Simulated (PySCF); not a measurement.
**Electron correlation in Hg⁵⁰⁺ (mercury, charge +50)**

Starting occupation: [Ar] 3d10 4s2. Calculation: PySCF 2.14, in an even-tempered Gaussian basis (18 s from 3.2 bohr⁻², ratio 2.6; 15 p from 4.1 bohr⁻², ratio 2.6; 10 d from 4.1 bohr⁻², ratio 2.6; 6 f from 4.2 bohr⁻², ratio 2.8); X2C-1e with screened-nucleus spin-orbit coupling, Gaussian nucleus. Frozen: [Ar]; 12 electrons correlated; the 92 highest virtual spinors left out.

MP2 pair energies summed by pair of shells (mhartree):

```tsv
pair	energy	share (%)
3d3/2-3d5/2	-190.00	35.1
3d5/2-3d5/2	-134.20	24.8
4s1/2-4s1/2	-65.20	12.0
3d3/2-3d3/2	-57.94	10.7
3d5/2-4s1/2	-57.41	10.6
3d3/2-4s1/2	-36.91	6.8
```

Total MP2 correlation energy: -541.65 mhartree.

The virtual space was cut to 68 spinors, which keep -521.29 of the -541.65 mhartree of MP2 correlation.

```csv
level,correlation energy (mhartree)
CCSD,-523.19
(T),-0.60
CCSD(T),-523.79
```

Diagnostics: T1 = 0.00011, largest double amplitude 0.062.

Cost of the coupled-cluster step: of the order of 100 core-seconds, for 12 occupied and 68 virtual spinors.

Iterations:

```
Init t2, MP2 energy = -0.521288121827663
CCSD nocc = 12, nmo = 80
Init t2, MP2 energy = -0.521288121827663
Init E_corr(GCCSD) = -0.521288121827663
cycle = 1  E_corr(GCCSD) = -0.520652799081877  dE = 0.000635322746  norm(t1,t2) = 0.0111297
cycle = 2  E_corr(GCCSD) = -0.522493919110009  dE = -0.00184112003  norm(t1,t2) = 0.00346268
cycle = 3  E_corr(GCCSD) = -0.523188918250195  dE = -0.00069499914  norm(t1,t2) = 0.00110965
cycle = 4  E_corr(GCCSD) = -0.523185713855578  dE = 3.20439462e-06  norm(t1,t2) = 2.17577e-05
cycle = 5  E_corr(GCCSD) = -0.523185146756467  dE = 5.6709911e-07  norm(t1,t2) = 5.6113e-07
cycle = 6  E_corr(GCCSD) = -0.523185191953877  dE = -4.51974099e-08  norm(t1,t2) = 2.02467e-08
cycle = 7  E_corr(GCCSD) = -0.523185191297193  dE = 6.56684152e-10  norm(t1,t2) = 5.01829e-10
GCCSD converged
E(GCCSD) = -17788.00752494194  E_corr = -0.5231851912971932
```

The coupled-cluster values are those of the cut space; adding the MP2 remainder, -20.36 mhartree, estimates the full space.

At this charge the one-electron X2C treatment keeps the bare 1/r₁₂, with no two-electron picture change or Breit term. The effect here is smaller than on the frozen 1s shell.
